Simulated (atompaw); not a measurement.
**What one change does to a pseudopotential (fluorine (F), PAW (atompaw))**

atompaw 4.2.0.5 input, output lines left out:

```
F 9
LDA-PW loggrid 1500 logderivrange -4 5 226
2 2 0 0 0 0
2 0 1.5
2 1 5.5
0 0 0
c
v
v
1
1.65 1.35 1.10 1.20
y
1.2
n
y
4.45
n
custom rrkj vanderbiltortho sinc
2 0 vpsmatchnc
0.90
0.90
1.65
1.65
```

Change: all radii scaled by about 1.22 (s 1.10, p 2.00 bohr); local potential vpsmatchnc scheme with l = 2 at 0 Ry, radius 1.34 bohr; augmentation sinc compensation charge, radius 1.64 bohr; PAW radius 2.00 bohr; waves and projectors: custom rrkj vanderbiltortho; core correction smooth core density matched at 1.46 bohr.

Cutoffs: the cutoffs (Ry, on a coarse ladder) from which the occupation-weighted sum of valence levels, in a spherical-Bessel basis at the reference potential, stays within 10 and 1 mRy of its value at 400 Ry; they do not see the model core or the augmentation charge, which bear on the density cutoff.

Task: What does the change do?

Result: The potential gets softer (30 Ry and 55 Ry → 30 Ry and 40 Ry); neither file shows a bound ghost. A larger radius leaves more room for a smooth pseudo-wave, so fewer plane waves are needed.

```tsv
quantity	base	changed
cutoff, loose	30 Ry	30 Ry
cutoff, tight	55 Ry	40 Ry
loose cutoff by channel (10 mRy a level)	s 25 Ry, p 25 Ry	s 30 Ry, p 15 Ry
bound ghosts	none	none
lowest overlap eigenvalue by channel	s 0.53, p 0.81	s 0.56, p 0.79
```

 The cutoffs see the waves, projectors and local potential, not the compensation charge or the core.
